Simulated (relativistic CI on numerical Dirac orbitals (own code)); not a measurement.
**Sensitivity of the levels of Nd XXXIV to α and to the nuclear radius**

Computed by Dirac-Coulomb-Breit CI, separate exchange-only KLI orbitals for each configuration, derivatives by finite differences, unscaled Slater integrals, QED left out (own radial code, finite nucleus).

Configurations in the expansion (outside the closed core [Ne]): 3s2 3p6 3d9, 3s2 3p5 3d10, 3s 3p6 3d10, 3s2 3p6 3d8 4s, 3s2 3p6 3d8 4p, 3s2 3p6 3d8 4d, 3s2 3p4 3d10 4s, 3s2 3p5 3d9 4s. Levels of other configurations are missing.

With x = (α/α₀)² − 1 an excitation energy changes as ω = ω₀ + qx; K = 2q/ω₀ is the relative enhancement. Terms are leading LS components, so labels can repeat. The field-shift factor is F = δν/δ⟨r²⟩ for the transition from the lowest level.

Lowest level 3s2 3p6 3d9 2D_5/2.

| Level | ω₀ (cm⁻¹) | q (cm⁻¹) | K | F (GHz/fm²) |
| --- | --- | --- | --- | --- |
| 3s2 3p6 3d9 2D_3/2 | 188316 | 188700 | 2 | 2.45 |
| 3s2 3p5 3d10 2P°_3/2 | 2493502 | 249900 | 0.2 | 11.1 |
| 3s2 3p5 3d10 2P°_1/2 | 3377491 | 1.253e+06 | 0.742 | -41.5 |
| 3s 3p6 3d10 2S_1/2 | 4759401 | 1.411e+06 | 0.593 | -1540 |
| 3s2 3p6 3d8 4s 4F_9/2 | 7047312 | -556200 | -0.158 | 542 |
| 3s2 3p6 3d8 4s 2F_7/2 | 7065507 | -554900 | -0.157 | 540 |
| 3s2 3p6 3d8 4s 2D_5/2 | 7108251 | -557400 | -0.157 | 541 |
| 3s2 3p6 3d8 4s 2D_3/2 | 7115121 | -553500 | -0.156 | 541 |
| 3s2 3p6 3d8 4s 4P_1/2 | 7214984 | -532500 | -0.148 | 542 |
| 3s2 3p6 3d8 4s 4F_7/2 | 7231744 | -369600 | -0.102 | 543 |
| 3s2 3p6 3d8 4s 4F_5/2 | 7235196 | -367700 | -0.102 | 543 |
| 3s2 3p6 3d8 4s 4P_5/2 | 7286855 | -364500 | -0.1 | 543 |
| 3s2 3p6 3d8 4s 4F_3/2 | 7289993 | -362300 | -0.0994 | 544 |

At this charge energies of transitions that change n are usually good to better than 1 %, and those within a shell (Δn = 0) to a few per cent.
